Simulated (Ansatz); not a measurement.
Basis sets compared for MgBr₂. The state is a singlet with charge 0. Geometry r2SCAN-D4/def2-TZVP. Ansatz on 4 threads of Arm Neoverse V2 on a shared host; times are rough, and most runs start from earlier orbitals.

| atom | x (Å) | y (Å) | z (Å) |
| --- | --- | --- | --- |
| Mg1 | 0.010 | 0.011 | 0.001 |
| Br2 | -1.428 | 1.050 | 1.500 |
| Br3 | 1.419 | -1.061 | -1.502 |

The 6-31G sets use Cartesian d functions.

Binding counts from free atoms (Mg singlet, Br doublet) in the same basis, without a counterpoise term.

| level | functions | energy (Eh) | HOMO (eV) | LUMO (eV) | binding per atom (eV) | wall time |
| --- | --- | --- | --- | --- | --- | --- |
| HF/STO-3G | 45 | -5286.6346 | -7.43 | 7.40 | 3.21 | 0.15 s |
| HF/6-31G | 71 | -5343.8540 | -11.36 | 0.15 | 1.63 | 0.41 s |
| PBE-D4/def2-SVP | 82 | -5346.9492 | -7.08 | -2.46 | 2.38 | 0.65 s |
| PBE0-D4/def2-SVP | 82 | -5347.1505 | -8.38 | -1.79 | 2.38 | 0.9 s |

**Question.** Estimate the rows for PBE-D4/def2-TZVP, PBE0-D4/def2-TZVP.

**Answer.** 
```
            level  functions  energy (Eh)  HOMO (eV)  LUMO (eV)  binding per atom (eV)  wall time
 PBE-D4/def2-TZVP        128   -5347.6456      -7.21      -2.58                   2.37     0.96 s
PBE0-D4/def2-TZVP        128   -5347.8467      -8.47      -1.87                   2.38      2.1 s
```
